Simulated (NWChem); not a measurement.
SiHF₃; SMILES F[SiH](F)F

```xyz
5

Si     0.0000     0.0000     0.3275
F      1.4431    -0.3847    -0.2431
F     -1.0547    -1.0574    -0.2431
F     -0.3884     1.4421    -0.2431
H      0.0000     0.0000     1.7936
```
Atoms are numbered in this order, from 1.

Results from NWChem. Coordinates come from a PBE0/def2-SVP optimisation. Level: PBE0/def2-SVP with SMD (1 M gas to 1 M solution), gas-phase geometry. Reactions with the solvent are ignored.

For solvent n-hexane:

```
Quantity                                     Value
-------------------------------------------  -----
solvation free energy (kcal/mol)              -1.0
cavity-dispersion-structure term (kcal/mol)    0.2
dipole in solution (D)                        1.62
```

Q: How do the values read with solvent water instead?

A: 
| Quantity | Result |
|---|---|
| solvation free energy (kcal/mol) | 0.3 |
| cavity-dispersion-structure term (kcal/mol) | 3.0 |
| dipole in solution (D) | 1.78 |
